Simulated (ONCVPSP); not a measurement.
O: excitation energies, all-electron against ONCV

oxygen (O), optimised norm-conserving Vanderbilt (ONCV), made with ONCVPSP 4.0.1 (PBEsol, scalar-relativistic). Core [He], reference 2s1.75 2p4.25. Waves: 2s: rc 0.85 bohr, ncon 3, nbas 7, qcut 9.4 1/bohr, 2 projectors, debl 3.2 Ha; 2p: rc 1.40 bohr, ncon 5, nbas 8, qcut 12.5 1/bohr, 1 projector. Local part: polynomial inside 0.70 bohr (lpopt 2, dvloc0 4 Ha). Core correction: none.

Energies are relative to the spin-unpolarised reference configuration 2s1.75 2p4.25; without spin polarisation the order of configurations can differ from experiment.

| valence configuration | charge | ΔE all-electron (eV) | error AE − PS (meV) |
| --- | --- | --- | --- |
| 2s2 2p3 | +1 | 12.650 | +10 |
| 2s2 2p2 | +2 | 46.127 | +77 |

What are ΔE and the potential's error for 2s2 2p4?

ΔE = -3.710 eV all-electron; the error (AE − PS) is +0.4 meV.

What are ΔE and the potential's error for 2s2 2p0?

ΔE = 176.479 eV all-electron; the error (AE − PS) is +1108 meV.

Levels in the configuration 2s2 2p0:

| level | all-electron (eV) | pseudo (eV) |
| --- | --- | --- |
| 2s | -102.383 | -101.846 |
